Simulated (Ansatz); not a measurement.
C2H8OSeSi, SMILES `CO[SiH2][Se]C` at its PBE0-D4/def2-TZVP geometry, where that method's forces vanish. The species carries charge 0 and has multiplicity 1.

```xyz
13

C    -0.3853   -1.8647   -0.5420
O     0.0102   -1.0023   -1.5829
Si    0.5642    0.5189   -1.3265
Se   -0.8253    1.8529   -0.1298
C    -0.1925    1.3614    1.6586
H    -0.6471   -2.8294   -0.9788
H    -1.2609   -1.4693   -0.0155
H     0.4232   -2.0195    0.1830
H     1.8421    0.4685   -0.5616
H     0.7222    1.1137   -2.6703
H    -0.5298    2.1455    2.3337
H     0.8948    1.3168    1.6670
H    -0.6159    0.4075    1.9651
```

Q: What forces (eV/Å) does PBE-D4/def2-TZVPP give on these atoms in the Gaussian-basis code of Ansatz? (An estimate is asked.)

A: Computed: 
```
C1  -0.055 -0.142  0.172
O2  -0.033 -0.187 -0.503
Si3  0.144  0.309  0.052
Se4 -0.245  0.240 -0.181
C5   0.034 -0.037  0.091
H6  -0.061 -0.217 -0.082
H7  -0.192  0.071  0.130
H8   0.163 -0.048  0.175
H9   0.158  0.002  0.092
H10  0.014  0.056 -0.158
H11 -0.065  0.155  0.137
H12  0.216 -0.014  0.007
H13 -0.078 -0.189  0.069
```
